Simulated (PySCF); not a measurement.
# How methods differ on the interval between two levels of Zr²⁺

Zr²⁺ [Kr] 4d2 [3F4, M_J = 4] → Zr²⁺ [Kr] 4d1 5s1 [3D3, M_J = 3], as a difference of total energies. Computed with PySCF 2.14 in x2c-SVPall-2c with one added diffuse shell each of s, p, d type (7s9p7d1f, 76 functions), with the two-component X2C-1e Hamiltonian. Correlated levels: [Ar] 3d10 frozen; the 6 highest virtual spinors dropped. "Screened" scales the spin-orbit matrix elements by Boettger's factors to mimic the two-electron term; Breit and QED terms are absent.

```
                    method  interval between two levels (cm⁻¹)
           GHF (spin-free)                               19454
          GMP2 (spin-free)                               17599
 GHF (screened spin-orbit)                               19306
GMP2 (screened spin-orbit)                               17442
```

The labels give the starting determinants; with spin-orbit coupling the two ends relaxed to ⟨J²⟩ = 20.01, ⟨L²⟩ = 12.02, ⟨S²⟩ = 2.01 and ⟨J²⟩ = 12.01, ⟨L²⟩ = 6.01, ⟨S²⟩ = 2.01.
